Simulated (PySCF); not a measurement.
# Removing the step error of a finite difference

System: CH$_{7}$BO$_{2}$Si, singlet, at a GFN2-xTB geometry. Level: HF/6-31G, polarisability (PySCF). Sums are taken with unrounded values, so a last digit can differ.

Second differences of the energy in a field along z gave a polarisability along z of 43.331 bohr³ at step 0.005 and 43.435 bohr³ at step 0.02 (atomic units).

Task: Extrapolate to zero step.

Result: The leading error of a symmetric difference goes as h², so A(h) = A0 + c h². Then c = (43.435 - (43.331))/(0.02² - 0.005²) = 278 (atomic units) and A0 = 43.331 - c × 0.005² = 43.324 bohr³. The analytic value from the same program and level is 43.324 bohr³: the smaller step missed it by 0.007, the extrapolation by 0.000.
